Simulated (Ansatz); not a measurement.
C2H6OSSi can be A, `[SiH3]O/C=C\S`, or B, `[SiH3]C1(S)CO1`.

Computed with Ansatz on PBE0-D4/def2-TZVP structures; ΔE is electronic, products minus reactants. CBS: MP2 limit from def2 TZ/QZ plus the TZ coupled-cluster correction, frozen cores. DFT in def2-TZVPP. B3LYP here is the variant with VWN-RPA as its local correlation; programs differ in this. Each species was taken in one conformer, which may not be the lowest.

Task: Which isomer does CCSD(T)/CBS put lower? Give the gap. (Best estimate.)

Result: Ansatz gave: A, by 39.0 kcal/mol.

Task: Give E(B) − E(A) in kcal/mol with B3LYP, CCSD/def2-TZVPP, CCSD(T)/def2-TZVPP, r2SCAN-D4, PBE-D4, MP2/def2-TZVPP, HF/def2-TZVPP. (An estimate is asked.)

Result: The calculation gave: B3LYP 42.0, CCSD/def2-TZVPP 39.4, CCSD(T)/def2-TZVPP 38.5, r2SCAN-D4 37.7, PBE-D4 34.4, MP2/def2-TZVPP 37.7, HF/def2-TZVPP 46.1. None reverses the order clearly.

Largest T1 diagnostic: 0.013.

In def2-TZVPP, CCSD(T) changes the Hartree–Fock value by −7.7 kcal/mol (the triples alone add −0.9 kcal/mol) and MP2 by −8.5 kcal/mol. The D4 term adds −0.9 kcal/mol with B3LYP and −0.4 kcal/mol with PBE0; it sums over pairs of atoms, weighted by their polarisabilities, and B3LYP, whose exchange is more repulsive, gets the larger term.
